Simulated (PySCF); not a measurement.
## Mayer bond orders and bond lengths

Compound: C₅H₂NOS (charge -1).
Atom-mapped SMILES: `[N:1]#[C:2][c:3]1[cH:4][cH:5][c:6]([O-:7])[s:8]1` (hydrogens: H9 on C4; H10 on C5)

Bond orders from the PBE0/pcSseg-1 density (PySCF). Isolated species at its GFN2-xTB geometry, gas phase. The pcSseg-1 basis has no diffuse functions, a weakness for an anion.

How far do the computed orders between heavy atoms stray from the drawn ones?

The largest departure is 0.806, at C6–O7 (drawn single, 1.806), counting aromatic bonds as 1.5. Drawn single, order above 1.12: C2–C3 (1.133) and C6–O7 (1.806). The bonds drawn aromatic range from 0.94 to 1.39. The SMILES, with its formal charges, is one Lewis structure only.

Set the Mayer orders of the bonds beside their lengths.

```csv
bond,drawn as,length (Å),Mayer order
N1–C2,triple,1.159,2.991
C2–C3,single,1.374,1.133
C3–C4,aromatic,1.381,1.388
C4–C5,aromatic,1.384,1.384
C5–C6,aromatic,1.399,1.265
C6–O7,single,1.224,1.806
C6–S8,aromatic,1.835,0.943
S8–C3,aromatic,1.768,1.029
C4–H9,single,1.081,0.980
C5–H10,single,1.078,0.961
```

By pair of heavy elements: C–C: lowest C2–C3 (1.133, 1.374 Å), highest C3–C4 (1.388, 1.381 Å); in 3 of the 6 pairs the longer bond (by over 0.003 Å) has the higher order (by 0.02 or more). C–S: lowest C6–S8 (0.943, 1.835 Å), highest S8–C3 (1.029, 1.768 Å).

Sum the orders of all bonds at each heavy atom with more than one neighbour and set the sums beside the valence in the SMILES.

C2 4.124 (drawn 4), C3 3.550 (drawn 4), C4 3.752 (drawn 4), C5 3.610 (drawn 4), C6 4.014 (drawn 4), S8 1.972 (drawn 2). Orders between atoms that aren't bonded are not in these sums.

The Mayer order sums products of elements of PS (density times overlap matrix) between the two atoms' basis functions, so it depends on the basis set.
